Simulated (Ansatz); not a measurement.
Reactions of C6H12S, SMILES `CSC1CCCC1`.

Calculated with Ansatz (gas phase, PBE0-D4/def2-TZVP geometries, no zero-point term in ΔE). CBS: MP2 limit from def2 TZ/QZ plus the TZ coupled-cluster correction, frozen cores. This one scheme is used for every species, atoms too. For atomizations the MP2-based limit and the directly extrapolated one differ by several kJ/mol either way, and by 10 to 25 for some Ge, Se and Sn compounds, so smaller differences from it don't rank the levels. Functionals use def2-TZVPP. B3LYP here is the variant with VWN-RPA as its local correlation; programs differ in this. No spin–orbit coupling; open shells (•) take unrestricted orbitals. Spin–orbit coupling would lower the free atoms: a little for C, S. def2 core potentials past Kr. Bonds to Br, I, Zn are less sure, by a few kJ/mol each and by 10 to 20 or more in all where they break to atoms, as the def2 sets lack core-valence functions. Scalar relativity is left out up to krypton. Each species was taken in one conformer, which may not be the lowest.

```
                                                            reaction  B3LYP-D4 (kJ/mol)  LDA (SPW92) (kJ/mol)  ωB97M-V (kJ/mol)  CCSD(T)/CBS(def2) (kJ/mol)
                                           `CSC1CCCC1` → `C1CCCSCC1`                 -8                   -12                -5                          -5
                                     `CSC1CCCC1` → 6 C• + 12 H• + S•               7595                  8669              7631                        7599
                              `CSC1CCCC1` + H₂S → `SC1CCCC1` + CH₃SH                  9                    11                 9                          11
                        `CSC1CCCC1` → `[CH2]` (triplet) + `SC1CCCC1`                425                   503               434                         432
                         `CSC1CCCC1` + `FCI` → `CC(F)I` + `SC1CCCC1`                -24                   -31               -26                         -26
                             `CSC1CCCC1` + HBr → `BrC1CCCC1` + CH₃SH                  6                    13                 7                           7
`CSC1CCCC1` + `[OH][Zn][O][SiH3]` → `C[O][Zn][O][SiH3]` + `SC1CCCC1`                 56                    61                61                          65
```

Largest T1 diagnostic: 0.016, for `[OH][Zn][O][SiH3]`.
